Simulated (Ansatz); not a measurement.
Relaxation of C2H7BN2Si (13 atoms, charge 0, multiplicity 1), to a largest force component of 0.015 eV/Å in at most 40 steps.

These are results of Ansatz, RKS B3LYP-D4/6-31G, not measurements.

```xyz
13
Properties=species:S:1:pos:R:3
C 1.234 -2.299 -0.060
N 1.752 -1.169 0.300
Si 0.787 0.299 0.674
N 0.918 0.656 2.381
B 2.045 1.853 2.472
C 0.486 2.052 2.661
H 1.817 -3.123 -0.295
H 0.144 -2.309 -0.170
H 1.160 1.391 -0.269
H -0.650 -0.020 0.368
H 3.140 2.280 2.338
H -0.035 2.574 1.809
H 0.202 2.247 3.746
```

**Question.** Where does it end, and by what steps?

**Answer.** It converged. Limits of this set-up: no polarisation functions. After 27 steps the energy has fallen by 1.975 eV; H11 moved furthest, 1.24 Å.

| step | energy less start (eV) | largest force component (eV/Å) | accepted |
| --- | --- | --- | --- |
| 0 | 0.0000 | 3.651 | yes |
| 1 | -0.9269 | 2.432 | yes |
| 2 | -1.2098 | 2.020 | yes |
| 3 | -1.6243 | 1.409 | yes |
| 4 | -1.7907 | 0.757 | yes |
| 5 | -1.8620 | 0.918 | yes |
| 6 | -1.9119 | 0.418 | yes |
| 7 | -1.9465 | 0.285 | yes |
| 8 | -1.9578 | 0.310 | yes |
| 9 | -1.9361 | 0.749 | no |
| 10 | -1.9677 | 0.227 | yes |
| 11 | -1.9590 | 0.437 | no |
| 12 | -1.9700 | 0.103 | yes |
| 13 | -1.9715 | 0.062 | yes |
| 14 | -1.9721 | 0.047 | yes |
| 15 | -1.9726 | 0.034 | yes |
| 16 | -1.9727 | 0.065 | yes |
| 17 | -1.9731 | 0.050 | yes |
| 18 | -1.9733 | 0.036 | yes |
| 19 | -1.9737 | 0.022 | yes |
| 20 | -1.9740 | 0.043 | yes |
| 21 | -1.9742 | 0.042 | yes |
| 22 | -1.9746 | 0.042 | yes |
| 23 | -1.9748 | 0.041 | yes |
| 24 | -1.9749 | 0.045 | yes |
| 25 | -1.9748 | 0.081 | no |
| 26 | -1.9751 | 0.022 | yes |
| 27 | -1.9752 | 0.008 | yes |

```xyz
13
Properties=species:S:1:pos:R:3
C 1.435 -2.239 -0.041
N 1.671 -0.984 0.000
Si 0.463 0.308 0.391
N 1.109 1.214 1.759
B 2.016 1.590 2.719
C 0.663 2.381 2.655
H 2.242 -2.936 -0.281
H 0.455 -2.706 0.151
H 0.338 1.193 -0.811
H -0.893 -0.251 0.765
H 3.082 1.349 3.159
H 0.585 3.349 2.159
H -0.166 2.164 3.329
```

The run took 2.4 min on 1 thread of Arm Neoverse V1, with other jobs on the host, peak memory 0.18 GiB.
